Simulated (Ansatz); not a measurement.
Gas-phase electronic energies from Ansatz, PBE0-D4/def2-TZVP geometries. CCSD(T)/CBS is the MP2 limit (def2-TZVPP, def2-QZVPP) plus CCSD(T) − MP2 in def2-TZVPP, frozen cores. This one scheme is used for every species. DFT in def2-TZVPP. Elements past krypton have def2 core potentials. For Sb outer-core shells are correlated without core-valence functions, which leaves a few kJ/mol of doubt a bond. Each species was taken in one conformer, which may not be the lowest.

`N[SiH](F)[O][SbH2]` + H₂ → `[SbH3]` + `N[SiH](O)F`  (hydrogenolysis of the Sb–O bond)

`N[SiH](F)[O][SbH2]`:

Z-matrix (Å, degrees):
```
Si
F 1 1.597
O 1 1.615 2 112.4
N 1 1.707 2 104.0 3 118.4
Sb 1 3.205 2 102.8 3 30.1
H 1 1.476 2 106.5 3 -117.0
H 4 1.007 1 120.1 2 31.4
H 4 1.007 1 120.8 2 178.1
H 5 1.714 1 115.9 2 -115.2
H 5 1.718 1 93.5 2 152.7
```

H₂:

```xyz
2

H    -0.009    0.198    0.316
H     0.009   -0.198   -0.316
```

`[SbH3]`:

Z-matrix (Å, degrees):
```
Sb
H 1 1.707
H 1 1.707 2 91.4
H 1 1.707 2 91.4 3 91.4
```

`N[SiH](O)F`:

```xyz
8

N     0.079   -1.158   -0.245
Si   -0.351    0.474   -0.050
O     0.638    1.207    1.015
F    -0.235    1.091   -1.517
H    -0.125   -1.642   -1.104
H     0.124   -1.788    0.539
H    -1.708    0.781    0.436
H     1.578    1.035    0.926
```

CCSD(T)/CBS gives -1.5 kcal/mol.

(1) Another level gave -3.2 kcal/mol. Which?
A. LDA (SPW92)/def2-TZVPP
B. revPBE-D4/def2-TZVPP
C. PBE/def2-TZVPP
D. BLYP/def2-TZVPP

Largest T1 diagnostic among the species: 0.014.

Results:

(1) D. BLYP -3.2, PBE -4.3, LDA (SPW92) -5.9, revPBE-D4 -0.8 kcal/mol.

From PBE to PBE0 (25 % exact exchange), in def2-TZVPP and without D4, ΔE moves by −1.7 kcal/mol. The D4 term adds +3.3 kcal/mol with B3LYP and +1.8 kcal/mol with PBE0; it sums over pairs of atoms, weighted by their polarisabilities, and B3LYP, whose exchange is more repulsive, gets the larger term.

B3LYP here is the variant with VWN-RPA as its local correlation; programs differ in this.
